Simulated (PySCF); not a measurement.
Ge(F)(OH)2(NH2) (FGeH4NO2), SMILES [NH2][Ge]([OH])([OH])[F].

Geometry: PBE0-D3(BJ)/def2-SVP. One conformer was computed; it need not be the lowest.

Level of theory: PBE/def2-TZVP run with PySCF.

The molecule is in vacuum.

Problem. Estimate the frontier levels, gap, dipole moment and polarisability. (Estimate from the structure and the level; the computed values follow.)

Solution. 
```
Quantity                                                                                                         Value
---------------------------------------------------------------------------------------------  -----------------------
highest occupied level                                                                                        -6.72 eV
lowest empty level                                                                                            -1.12 eV
orbital gap                                                                                                    5.60 eV
dipole moment                                                                                                0.122 e·Å
quadrupole, principal values (traceless, Buckingham form, about the centre of nuclear charge)  -12.11, 1.12, 10.98 D·Å
mean static polarisability                                                                        41.9 bohr³ (6.21 Å³)
polarisability, principal values                                                                36.8, 43.0, 45.8 bohr³
```
